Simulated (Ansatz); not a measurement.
ClH2NZn, SMILES `[NH2][Zn][Cl]` at its PBE0-D4/def2-TZVP geometry, where that method's forces vanish. Charge 0, multiplicity 1.

| atom | x (Å) | y (Å) | z (Å) |
| --- | --- | --- | --- |
| N1 | -0.1291 | 0.5675 | 0.7822 |
| Zn2 | -0.1238 | -0.4753 | -0.7007 |
| Cl3 | -0.2859 | -1.6602 | -2.4185 |
| H4 | 0.1777 | 0.1198 | 1.6353 |
| H5 | 0.3611 | 1.4482 | 0.7017 |

Question: For each bond, give half the difference of the two atoms' forces along it (eV/Å; positive pushes the atoms apart) under PBE-D4, r2SCAN-D4, B3LYP-D4, ωB97M-V in def2-TZVPP. (Estimate.)

Answer: The calculation gave: 
```
   bond  length (Å)  PBE-D4  r2SCAN-D4  B3LYP-D4  ωB97M-V
 N1–Zn2       1.813   -0.04      -0.08      0.09     0.03
  N1–H4       1.011    0.27       0.07     -0.03    -0.05
  N1–H5       1.011    0.27       0.07     -0.03    -0.05
Zn2–Cl3       2.093    0.02      -0.07      0.10     0.00
```

B3LYP here is the variant with VWN-RPA as its local correlation; programs differ in this.

Results of the Gaussian-basis code of Ansatz.
